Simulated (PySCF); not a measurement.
Gas-phase equilibrium of 1 mol HCl, 14 mol O2 at 1000 K and 0.00100 bar, among 14 species (ClO, O2, HCl, O, HO2, H2O, H, HOCl, H2O2, O3, H2, Cl, Cl2, OH). Only gases are allowed; each row takes one source of thermochemistry for all species, and Cantera finds the minimum.

Energies from PySCF (xtb for GFN2), thermal terms from the rigid-rotor harmonic-oscillator model, ideal gas at 1 bar. The comparison is the NASA 1993 polynomial table, which mixes measured and estimated data. After a fit of one offset per element over all species, the range-separated, M06-2X, PBE0/def2-QZVP and CCSD(T)/def2-TZVPP enthalpies, where run, lie to one side of the table for O3 (+19 kJ/mol): a fault of the table's entry, another state or a shared error of the levels is possible; this was not checked at source. † marks an energy on the PBE0/def2-TZVP geometry and frequencies; other levels use their own. 6-31G* has spherical d functions here. Open shells (unrestricted) among the columns below: O2 (multiplicity 3); the rest are closed-shell singlets. GFN2 has no spin-polarisation term. B3LYP is the form with VWN-RPA correlation. The harmonic model lacks anharmonicity and excited electronic states, which grow with temperature; levels with a mode under 35 cm⁻¹ are left out. Strong static correlation: O3. The table's entry may be an old estimate for HOCl (not checked at source).

Molecules larger than those listed are left out.

Mole fractions:

```json
[
 {"thermochemistry": "table", "x O2": "0.93", "x O3": "<1e-12", "x HCl": "0.055", "x Cl2": "0.0054", "x H2O": "0.0058", "x HOCl": "2.8e-7"},
 {"thermochemistry": "B3LYP/6-31G*", "x O2": "0.93", "x O3": "<1e-12", "x HCl": "0.065", "x Cl2": "8.3e-5", "x H2O": "0.00083", "x HOCl": "2.3e-8"},
 {"thermochemistry": "BLYP/def2-TZVP†", "x O2": "0.93", "x O3": "<1e-12", "x HCl": "0.063", "x Cl2": "0.0013", "x H2O": "0.0017", "x HOCl": "8.2e-8"},
 {"thermochemistry": "GFN2-xTB", "x O2": "0.00095", "x O3": "0.90", "x HCl": "0.00011", "x Cl2": "0.046", "x H2O": "0.046", "x HOCl": "0.0054"},
 {"thermochemistry": "PBE/def2-TZVP†", "x O2": "0.93", "x O3": "<1e-12", "x HCl": "0.063", "x Cl2": "0.0020", "x H2O": "0.0021", "x HOCl": "1.3e-7"},
 {"thermochemistry": "PBE0/def2-TZVP", "x O2": "0.93", "x O3": "<1e-12", "x HCl": "0.063", "x Cl2": "0.0017", "x H2O": "0.0020", "x HOCl": "7.0e-8"},
 {"thermochemistry": "r2SCAN/def2-TZVP†", "x O2": "0.93", "x O3": "<1e-12", "x HCl": "0.064", "x Cl2": "0.00091", "x H2O": "0.0011", "x HOCl": "3.4e-8"}
]
```
The most sensitive of these is O3: it spans a factor of 10^12.0 over these rows; at this temperature one factor of ten is RT ln 10 = 19 kJ/mol.
